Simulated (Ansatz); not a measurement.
A run on CH$_{6}$OS$_{2}$Si (`OC([SiH3])(S)S`) with other settings.

```yaml
crystal:
  periodic: [false, false, false]
  atoms:
    - {symbol: O, position_ang: [-1.073805, 1.109726, 0.233684]}
    - {symbol: C, position_ang: [-0.110991, 0.184794, -0.234214]}
    - {symbol: Si, position_ang: [0.239680, -1.134310, 1.121280]}
    - {symbol: S, position_ang: [1.480609, 0.998790, -0.579280]}
    - {symbol: S, position_ang: [-0.819121, -0.693444, -1.638877]}
    - {symbol: H, position_ang: [-0.605074, 1.755852, 0.774775]}
    - {symbol: H, position_ang: [1.126183, -2.207025, 0.608390]}
    - {symbol: H, position_ang: [-1.063302, -1.686918, 1.557251]}
    - {symbol: H, position_ang: [0.898127, -0.416164, 2.243177]}
    - {symbol: H, position_ang: [1.103673, 1.623550, -1.709692]}
    - {symbol: H, position_ang: [-1.110577, 0.408048, -2.355996]}
basis:
  gaussian: {orbitals: aug-cc-pVTZ, nuclear_model: gaussian, point_charges: [{charge: 2.00, position_ang: [4.914, 0.595, 0.571]}]}
hamiltonian: {xc: {name: revPBE}, dispersion: d3bjatm}
scf: {lower_state_search: off}
output: {forces: true}
```

```sh
$ ansatz run in.yaml --threads 4 --pin off --events-out ev --progress --plain --max-ram 10444MiB
```

It prints (some lines left out):

```
Functional definition: revPBE
1808 factors; their error is unknown
mean field evaluation 1: about -32709.6652 eV, gradient 6.8e1 eV
mean field evaluation 2: about -32464.1716 eV, gradient 3.0e2 eV
mean field evaluation 4: about -32703.7931 eV, gradient 9.0e1 eV
mean field evaluation 8: about -32726.8732 eV, gradient 1.5e1 eV
mean field evaluation 16: about -32729.2195 eV, gradient 7.2e-1 eV
a density is far from that of the atoms, so the factors are made again for it
2309 factors; integrals over basis functions are off by at most 1.1e-3 eV
mean field evaluation 32: about -32729.1761 eV, gradient 2.0e-6 eV
mean field -32729.17611479 eV, -1202.7750375861 hartree, gradient 4.3e-6 eV, S^2 0.000000; 0 other end points of the search recorded, 0 dependent functions left out
reference -32729.17621589 eV, -1202.7750413013 hartree; 33, 33 occupied and 347, 347 virtual orbitals, 2309 factors
Total energy: -32729.98817912 eV, -1202.8048803998 hartree
Atom 0 at    -1.073805     1.109726     0.233684 Å, force    -0.255159    -0.772739    -1.027722 eV/Å
Atom 1 at    -0.110991     0.184794    -0.234214 Å, force    -0.501989     0.939034     0.523960 eV/Å
Atom 2 at     0.239680    -1.134310     1.121280 Å, force     0.009207    -0.864635     1.367721 eV/Å
Atom 3 at     1.480609     0.998790    -0.579280 Å, force     4.686512    -2.818551     0.831411 eV/Å
Atom 4 at    -0.819121    -0.693444    -1.638877 Å, force     0.509898    -0.097592    -0.218055 eV/Å
Atom 5 at    -0.605074     1.755852     0.774775 Å, force     0.189633     0.701255     0.486272 eV/Å
Atom 6 at     1.126183    -2.207025     0.608390 Å, force     0.061810    -0.005081    -0.389025 eV/Å
Atom 7 at    -1.063302    -1.686918     1.557251 Å, force    -0.163034     0.070585    -0.123390 eV/Å
Atom 8 at     0.898127    -0.416164     2.243177 Å, force     0.134071     0.299943    -0.052803 eV/Å
Atom 9 at     1.103673     1.623550    -1.709692 Å, force    -0.188779     0.958078    -0.212802 eV/Å
Atom 10 at    -1.110577     0.408048    -2.355996 Å, force    -0.530428     0.593590     0.001386 eV/Å
Dipole moment:    -4.686233    -0.744274    -0.962531 e Å
Checks for a lower state left out: stability, starts, cluster_reference, orbital_swaps, neighbouring_geometries, increment
```

Hardware: 4 threads of an Intel Xeon 6975P-C on a shared host. Wall time 13 s, peak host memory 1.7 GiB.
